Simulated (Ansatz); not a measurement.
Ansatz (a quantum-chemistry and plane-wave program) input:

Ansatz 0.2 input:
```yaml
crystal:
  periodic: [false, false, false]
  atoms:
    - {symbol: Lu, position_ang: [0.17028103, 0.10602026, 0.04028138]}
    - {symbol: F, position_ang: [-1.09949355, 0.70588955, -1.30889941]}
    - {symbol: F, position_ang: [-0.24383454, -1.54227158, 0.99112404]}
basis:
  gaussian:
    orbitals: def2-TZVP
hamiltonian:
  xc: b3lyp
  dispersion: d3bj
magnetization: {spin_polarized: true, initial_magnetization: 1}
phonons: {temperatures: {t_min: 298.15, t_max: 298.15, t_step: 100}}
```

### Question
What final total energy does it print?

### Answer
-1436.22455 Eh (B3LYP-D3(BJ)/def2-TZVP). The basis has 158 functions.

The spin state was set by rule; other spins were not relaxed.
